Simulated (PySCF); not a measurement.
TaF₅, SMILES [F][Ta]([F])([F])([F])[F], multiplicity 1.

The structure is a stationary point at r2SCAN-D4/def2-SVP. The multiplicity is an assumed one; other spin states were not compared. The isomer is the one that the SMILES or the coordinates give; other isomers of the formula were not compared. The def2 effective core potentials stand for the cores of Ta; spin–orbit coupling is left out.

Method: M06-2X/def2-TZVP run with PySCF.

Isolated molecule, no solvent.

```
Property                                                                                                       Result
---------------------------------------------------------------------------------------------  ----------------------
total energy                                                                                       -556.52828 hartree
point group                                                                                                       D3h
highest occupied level                                                                                      -14.45 eV
lowest empty level                                                                                           -1.76 eV
orbital gap                                                                                                  12.69 eV
dipole moment                                                                                                  0.00 D
quadrupole, principal values (traceless, Buckingham form, about the centre of nuclear charge)   -5.60, 2.80, 2.80 D·Å
mean static polarisability                                                                       34.6 bohr³ (5.13 Å³)
polarisability, principal values                                                               33.4, 33.4, 37.1 bohr³
```
